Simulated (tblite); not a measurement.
Compound: C7H14NP.
Geometry (GFN2-xTB, Å), atoms numbered from 1 in this order:
```
atom  x, y, z in Å
C1     3.7829   -0.6070    0.0480
C2     3.0808    0.5467   -0.6491
C3     1.6161    0.6145   -0.3546
P4     0.8166   -0.5212    0.5836
N5    -0.7853   -0.0053    0.5855
C6    -1.7991   -0.7634    1.2958
C7    -2.9346   -0.8880    0.2869
C8    -2.9102    0.4929   -0.3674
C9    -1.4202    0.8589   -0.3947
H10    3.6675   -0.5180    1.1264
H11    4.8444   -0.6150   -0.1914
H12    3.3458   -1.5541   -0.2628
H13    3.2266    0.4616   -1.7331
H14    3.5474    1.4922   -0.3478
H15    1.0915    1.4412   -0.8145
H16   -1.3988   -1.7203    1.6324
H17   -2.1376   -0.1970    2.1739
H18   -2.6969   -1.6600   -0.4460
H19   -3.8909   -1.1192    0.7507
H20   -3.3455    0.4931   -1.3646
H21   -3.4589    1.2038    0.2514
H22   -1.2632    1.9131   -0.1418
H23   -0.9832    0.6775   -1.3835
```

Level: GFN2-xTB in tblite, geometry and Hessian alike; calculated harmonic values, unscaled, isolated species. This tight-binding method is rough: wavenumbers can miss measured ones by several per cent, in bad cases by 10 to 20. One conformer, not necessarily the lowest.

Harmonic wavenumbers (cm⁻¹): 32.8, 73.4, 88.1, 112.1, 168.0, 175.4, 197.0, 266.6, 275.1, 329.0, 444.2, 535.7, 580.0, 638.1, 767.2, 811.1, 853.2, 894.6, 902.8, 946.4, 980.8, 1001.9, 1011.1, 1053.8, 1060.6, 1070.5, 1092.1, 1115.9, 1146.7, 1158.7, 1172.2, 1200.3, 1211.7, 1231.3, 1238.4, 1285.9, 1310.6, 1314.8, 1317.0, 1318.9, 1346.6, 1411.2, 1475.9, 1481.3, 1484.5, 1489.9, 1492.0, 1496.7, 1504.0, 2882.1, 2892.2, 2893.3, 2926.0, 2926.8, 2983.9, 2986.4, 2998.1, 3017.1, 3020.3, 3022.4, 3024.4, 3028.9, 3040.1.

A = 4052, B = 660.6, C = 594.0 MHz; mass 143.086 u (most abundant isotopes); point group C1, symmetry number 1.

Problem. Zero-point energy?

Solution. Half the sum of the wavenumbers: 43604 cm⁻¹ = 521.62 kJ/mol.

Problem. What is S at 298.15 K and 1 bar for an ideal gas of classical rigid rotors and harmonic oscillators?

Solution. Translation 170.76, rotation 124.23, vibration 136.11: S = 431.1 J/(mol K).

Problem. And Cp and H(298.15 K) − H(0)?

Solution. Cp = 167.30 J/(mol K), of which vibrations give 134.04 (their classical limit is 63 R = 523.8); H(298.15 K) − H(0) = 30.51 kJ/mol without the zero-point energy, 20.59 from vibrations.

Problem. What must be added to the electronic energy to get the Gibbs energy at 298.15 K and 1 bar?

Solution. ZPE + [H(298.15 K) − H(0)] − T·S = 521.62 + 30.51 − 128.53 = 423.60 kJ/mol.

Problem. How do the functions run with temperature in this model?

Solution. 
```csv
T (K),S (J/(mol K)),Cp (J/(mol K)),H − H(0) (kJ/mol),G − H(0) (kJ/mol),ln q(vib)
150,341.6,104.6,10.68,-40.56,3.79
250,403.8,144.2,23.02,-77.92,6.71
400,487.5,218.6,50.17,-144.82,10.89
600,593.1,303.4,102.85,-253.01,16.44
900,733.2,386.4,207.35,-452.53,24.58
```

q(vib) and H(0) count from the zero-point level.

Hindered rotation and anharmonicity are outside this model. Other conformers, if any are populated, would add a mixing term that is left out. The structure is chiral; the term R ln 2 for an equal mix with its mirror image is left out.
